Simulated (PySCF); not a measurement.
Molecule: SMILES C[Si](C)(C)C[Si](Cl)(Cl)Cl (C4H11Cl3Si2). Atoms near the plane z = 1.5 Å, at the GFN2-xTB optimised geometry (x, y, z in Å): Si6 (-0.3, -0.7, 0.0), C7 (1.6, -0.7, 0.0), C8 (-1.0, 1.1, 0.0), C9 (-0.9, -1.6, 1.5), H12 (2.0, -0.3, 0.9), H14 (2.0, -1.7, -0.1), H15 (-0.7, 1.6, 0.9), H16 (-2.0, 1.1, -0.1), H18 (-2.0, -1.7, 1.5), H19 (-0.6, -2.7, 1.5), H20 (-0.6, -1.2, 2.4).

Level of theory: PySCF with B3LYP/def2-SVP. Cells within 0.4 Å of a nucleus heavier than hydrogen are left out (blank, or x). The values are rescaled to run from 0 to 1.

```
|8888888888888888888888888888888|
|8888888888888888888888888888888|
|8888888888888888888888888888888|
|8888888888888888888888888888888|
|8888888888888888888888888888888|
|8888888888888888888888888888888|
|8888888888888888888888888888888|
|8888888888888888888888888888888|
|8888888888888888888888888888888|
|8888888888888888888888888888888|
|8888888888888888888888888888888|
|8888888888888888888888888888888|
|8888888888888888888888888888888|
|8888888888888888888888888888888|
|8888888888888888888888888888888|
|8888888888888888888888888888888|
|8888888888888888888888888888888|
|8888888888888888888888888888888|
|8888888888898888888888888888888|
|8888888888889688888888888888888|
|88888888324xxx88888888888888888|
|88888888024xxx88888888888888888|
|8888888888874488888888888888888|
|8888888888885168888888888888888|
|8888888888886068888888888888888|
|8888888888888788888888888888888|
|8888888888888888888888888888888|
|8888888888888888888888888888888|
|8888888888888888888888888888888|
|8888888888888888888888888888888|
|8888888888888888888888888888888|
```
Scale: ten equal steps from 0.000 (start of '0') to 1.00 (end of '9'), in the order '0123456789'; x runs from -4.50 to 4.50, y from -4.50 (bottom) to 4.50 (top).

Q: Which quantity is mapped?
(A) deformation density (molecule minus spherical neutral atoms)
(B) Laplacian of the electron density
(C) log10 of the electron density
(D) electrostatic potential

A: B, Laplacian of the electron density. In full: Laplacian of the electron density (e/bohr⁵), clipped to [-1.50, 1.50].
